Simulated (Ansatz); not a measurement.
Ansatz results at the PBE0-D4/def2-TZVP geometry: HOMO energy (B3LYP/def2-TZVPP) -5.74 eV; HOMO energy (ωB97M-V/def2-TZVPP) -8.17 eV; HOMO–LUMO gap (PBE0/def2-TZVPP) 3.15 eV.

Each molecule was computed in one conformer, which needn't be the lowest.

Task: Which molecule gave them?
A. `BC/N=C/[SeH]`
B. `C=C=C=CF`
C. `CB(N)C=[Se]`
D. `[OH][GeH2][I]`

Result: C. The others give `C=C=C=CF`: -6.83, -9.05, 5.44; `[OH][GeH2][I]`: -7.43, -9.81, 6.76; `BC/N=C/[SeH]`: -6.52, -8.85, 5.25.

B3LYP here is the variant with VWN-RPA as its local correlation; programs differ in this.
